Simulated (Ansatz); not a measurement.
Relaxation of C3H9BOSi (15 atoms, charge 0, multiplicity 1), to a largest force component of 0.02 eV/Å in at most 40 steps.

Theory: RKS r2SCAN-D4/STO-3G in Ansatz.

```xyz
15
Properties=species:S:1:pos:R:3
B 2.145 -1.326 1.117
Si 0.807 0.040 1.702
C -0.028 0.840 0.227
C -0.701 0.175 -0.614
C -1.398 0.869 -1.791
O -1.022 -1.179 -0.415
H 3.265 -1.160 1.387
H 1.778 -2.179 0.443
H 1.516 1.087 2.529
H -0.210 -0.597 2.565
H 0.174 1.897 0.112
H -2.111 1.635 -1.388
H -1.979 0.186 -2.450
H -0.642 1.401 -2.353
H -1.616 -1.738 -1.039
```

Q: Where does it end, and by what steps?

A: The forces met the threshold. The force dipped under the threshold on the way, but the program's further checks kept it going. Limits of this set-up: minimal basis. After 20 steps the energy has fallen by 1.084 eV; H13 moved furthest, 0.83 Å.

| step | energy less start (eV) | largest force component (eV/Å) | accepted |
| --- | --- | --- | --- |
| 0 | 0.0000 | 5.732 | yes |
| 1 | -0.8786 | 1.248 | yes |
| 2 | -0.9221 | 1.246 | yes |
| 3 | -0.9922 | 0.620 | yes |
| 4 | -0.9408 | 1.004 | no |
| 5 | -1.0175 | 0.170 | yes |
| 6 | -1.0288 | 0.228 | yes |
| 7 | -1.0326 | 0.345 | yes |
| 8 | -1.0423 | 0.186 | yes |
| 9 | -1.0590 | 0.130 | yes |
| 10 | -1.0461 | 0.541 | no |
| 11 | -1.0693 | 0.087 | yes |
| 12 | -1.0750 | 0.179 | yes |
| 13 | -1.0768 | 0.214 | yes |
| 14 | -1.0801 | 0.164 | yes |
| 15 | -1.0797 | 0.180 | no |
| 16 | -1.0801 | 0.181 | no |
| 17 | -1.0828 | 0.020 | yes |
| 18 | -1.0835 | 0.025 | yes |
| 19 | -1.0839 | 0.030 | yes |
| 20 | -1.0839 | 0.016 | yes |

```xyz
15
Properties=species:S:1:pos:R:3
B 2.156 -1.292 1.100
Si 0.835 -0.019 1.776
C 0.156 0.787 0.243
C -0.787 0.210 -0.537
C -1.376 0.835 -1.812
O -1.286 -1.068 -0.176
H 3.270 -0.977 0.905
H 1.852 -2.380 0.782
H 1.420 1.013 2.608
H -0.239 -0.647 2.517
H 0.544 1.755 -0.081
H -2.468 0.963 -1.720
H -1.181 0.197 -2.690
H -0.926 1.821 -1.992
H -1.992 -1.249 -0.893
```

The run took 2.1 min on 1 CPU thread of a shared host.
